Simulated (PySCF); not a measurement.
Geometry (Å), atoms numbered from 1 in this order:
```xyz
20

C     3.253    0.372   -0.374
C     2.235   -0.759   -0.367
O     0.944   -0.230   -0.322
Si   -0.375   -0.965    0.258
N    -1.567    0.257    0.154
C    -1.585    1.272   -0.870
C    -2.870   -0.003    0.700
H     3.089    1.014   -1.235
H     3.146    0.971    0.527
H     4.261   -0.033   -0.417
H     2.338   -1.369   -1.273
H     2.404   -1.412    0.497
H    -0.635   -2.200   -0.510
H    -0.228   -1.317    1.674
H    -2.230    0.989   -1.711
H    -0.574    1.427   -1.235
H    -1.961    2.211   -0.452
H    -3.299    0.918    1.104
H    -2.791   -0.735    1.498
H    -3.559   -0.395   -0.059
```

Geometry: GFN2-xTB; GIAO shifts from PySCF, gas phase, non-relativistic, averaged over equivalent atoms.

At KT2/pcSseg-1 (191 basis functions, roughly 2.2 core-minutes):
| atoms | δ (ppm) |
| --- | --- |
| C2 | 62.4 |
| C6/C7 | 38.5 |
| C1 | 20.9 |
| O3 | 38.9 |
| Si4 | -35.6 |
| N5 | 21.6 |
| H13/H14 | 5.19 |
| H11/H12 | 4.17 |
| H15/H16/H17/H18/H19/H20 | 2.64 |
| H8/H9/H10 | 1.32 |

Chemical shifts δ = σref − σ; ¹³C (σref 185.60), ²⁹Si (σref 357.42), ¹H (σref 31.62) against TMS; ¹⁷O (σref 332.32) vs H2O; ¹⁵N (σref 266.52) against NH3, all at this level.

Q: What do these become at PBE0/pcSseg-1?

A: 
| atoms | δ at PBE0/pcSseg-1 | change |
| --- | --- | --- |
| C2 | 60.7 | -1.7 |
| C6/C7 | 37.6 | -0.9 |
| C1 | 20.7 | -0.2 |
| O3 | 30.2 | -8.7 |
| Si4 | -33.3 | +2.3 |
| N5 | 14.1 | -7.5 |
| H13/H14 | 4.94 | -0.25 |
| H11/H12 | 3.98 | -0.19 |
| H15/H16/H17/H18/H19/H20 | 2.56 | -0.08 |
| H8/H9/H10 | 1.34 | +0.02 |

Chemical shifts δ = σref − σ; TMS for ¹³C (σ = 186.93 ppm), ²⁹Si (σ = 349.16 ppm), ¹H (σ = 31.72 ppm); ¹⁷O (σ = 336.08 ppm) vs H2O; ¹⁵N (σ = 267.73 ppm) vs NH3, all at this level.

The largest change is at O3 (oxygen bonded to C, Si). Cost: 191 basis functions, of the order of 70 core-seconds. The order of the carbon signals is the same at both levels.

Experimental scales use liquid or dissolved standards, which lie at an offset from isolated NH3 (liquid NH3: subtract about 20 ppm) and H2O (liquid H2O: subtract about 36 ppm).
